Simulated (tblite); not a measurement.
Compound: C₇H₉FSi.
Numbering: `[CH2:1]=[CH:2][C:3]#[C:4][C@@:5]1([SiH3:6])[CH2:7][C@H:8]1[F:9]` (hydrogens: H10, H11 on C1; H12 on C2; H13, H14, H15 on Si6; H16, H17 on C7; H18 on C8)

The geometry is computed with GFN2-xTB (gas phase).

(1) Give the optimised bond lengths and angles.

## Answers

(1) 
| bond | length (Å) | order |
| --- | --- | --- |
| C1=C2 | 1.329 | double |
| C2–C3 | 1.408 | single |
| C3≡C4 | 1.206 | triple |
| C4–C5 | 1.426 | single |
| C5–Si6 | 1.897 | single |
| C5–C7 | 1.521 | single |
| C7–C8 | 1.486 | single |
| C8–F9 | 1.363 | single |
| C5–C8 | 1.508 | single |
| C1–H10 | 1.076 | single |
| C1–H11 | 1.077 | single |
| C2–H12 | 1.083 | single |
| Si6–H13, Si6–H14, Si6–H15 | 1.463 | single |
| C7–H16 | 1.080 | single |
| C7–H17 | 1.080 | single |
| C8–H18 | 1.084 | single |

Bonds in one row agree within 0.01 Å and their mean is given. Orders are formal, as drawn. A selection of angles:
| angle | degrees |
| --- | --- |
| C2–C1–H10 | 121.6 |
| C2–C1–H11 | 121.5 |
| H10–C1–H11 | 116.9 |
| C1–C2–C3 | 123.4 |
| C1–C2–H12 | 121.2 |
| C3–C2–H12 | 115.4 |
| C2–C3–C4 | 179.8 |
| C3–C4–C5 | 179.5 |
| C4–C5–Si6 | 114.6 |
| C4–C5–C7 | 116.6 |
| C4–C5–C8 | 117.4 |
| Si6–C5–C7 | 119.7 |
| Si6–C5–C8 | 118.6 |
| C7–C5–C8 | 58.8 |
| C5–Si6–H13 | 108.5 |
| C5–Si6–H14 | 107.9 |
| H13–Si6–H14 | 111.5 |
| C5–C7–C8 | 60.2 |
| C5–C7–H16 | 117.1 |
| C5–C7–H17 | 119.0 |
| C8–C7–H16 | 116.9 |
| C8–C7–H17 | 118.6 |
| H16–C7–H17 | 114.6 |
| C7–C8–F9 | 118.3 |
| C7–C8–H18 | 121.1 |
| F9–C8–H18 | 109.7 |
| C5–C8–C7 | 61.0 |
| C5–C8–F9 | 119.2 |
| C5–C8–H18 | 120.4 |

Dihedral angles: C4–C5–C7–C8 107° (anticlinal); C5–C7–C8–F9 -110° (anticlinal); C4–C5–C8–C7 -106° (anticlinal).

The 3-membered ring C5–C7–C8 has internal angles of 58.8° to 61.0°. The C–C distances run from 1.206 Å (C3≡C4, drawn triple) to 1.521 Å (C5–C7, drawn single), a spread of 0.315 Å. Si6 (SiH3 silicon) is tetrahedral (angles from 107.2° to 111.5°).

Point group: C1 (no symmetry element, even within 0.4 Å). Its lowest GFN2-xTB frequency is 6i cm⁻¹, too small to tell a flat minimum from a shallow saddle.
